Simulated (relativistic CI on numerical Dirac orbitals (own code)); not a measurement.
## Spin-allowed bands of a d3 ion in a tetrahedral site, by hand

Problem. Take Δ = 6810 cm⁻¹ and B = 830 cm⁻¹ for a d3 ion in a tetrahedral site. Calculate the three spin-allowed bands.

Working.
1. The terms of highest spin are 4F (energy 0) and 4P (15B = 12450 cm⁻¹). Here the F term splits into A2 at +1.2Δ = 8172, T2 at +0.2Δ = 1362 and T1 at −0.6Δ = -4086 cm⁻¹.
2. The two T1 states mix through the element 0.4Δ: H = [[-4086, 2724], [2724, 12450]], with roots ½(H₁₁ + H₂₂) ∓ ½√[(H₂₂ − H₁₁)² + 4H₁₂²] = ½(8364) ∓ ½(17410) = -4523 and 12887 cm⁻¹.
3. The ground term is 4T1 at -4523 cm⁻¹.
4. Bands: 4T2 5885 cm⁻¹ (1699 nm), 4A2 12695 cm⁻¹ (788 nm), 4T1(P) 17410 cm⁻¹ (574 nm).

Check. Exact diagonalisation of the whole d3 shell with these parameters gives 4T2 5885, 4A2 12695, 4T1 17410 cm⁻¹. The match is exact, since without spin-orbit coupling no other term has this spin. The ratio of the second band to the first, 2.157, depends on Δ/B = 8.2 alone, which is how a Tanabe-Sugano diagram is read.
